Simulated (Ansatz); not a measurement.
Stepwise reaction of `C[SiH2]O[SiH2]O` with water, as a gas-phase model of exchange steps in deposition or etching. ΔE in kJ/mol.

Computed with Ansatz on PBE0-D4/def2-TZVP structures; ΔE is electronic, products minus reactants. CCSD(T)/CBS adds triple-zeta CCSD(T) − MP2 to the extrapolated MP2 energy (def2 sets, frozen cores). This one scheme is used for every species. DFT in def2-TZVPP. B3LYP here is the variant with VWN-RPA as its local correlation; programs differ in this. Each species was taken in one conformer, which may not be the lowest.

| step | reaction | PBE-D4 | B3LYP-D4 | ωB97M-V | CCSD(T)/CBS |
| --- | --- | --- | --- | --- | --- |
| 2 | `C[SiH](O)O[SiH2]O` + H₂O → `C[SiH](O)O[SiH](O)O` + H₂ | -99.3 | -106.0 | -107.0 | -104.2 |

Task: Give the row of step 1, `C[SiH2]O[SiH2]O` + H₂O → `C[SiH](O)O[SiH2]O` + H₂. (Best estimate.)

Result: Ansatz gave: 
```tsv
step	reaction	PBE-D4	B3LYP-D4	ωB97M-V	CCSD(T)/CBS
1	`C[SiH2]O[SiH2]O` + H₂O → `C[SiH](O)O[SiH2]O` + H₂	-92.9	-98.0	-100.3	-95.8
```

Task: By hand: ΔE of the 2 steps together at CCSD(T)/CBS.

Result: (-95.8) + (-104.2) = -200.0 kJ/mol, or -100.0 kJ/mol a step.

In ΔE each step is lower than the one before. All are downhill at CCSD(T)/CBS. PBE-D4 differs from CCSD(T)/CBS by 2.9 to 4.9 kJ/mol a step. Only this route is followed, and other bonds may react first. Isolated molecules leave out the surface, adducts and barriers. Largest T1 diagnostic: 0.011.
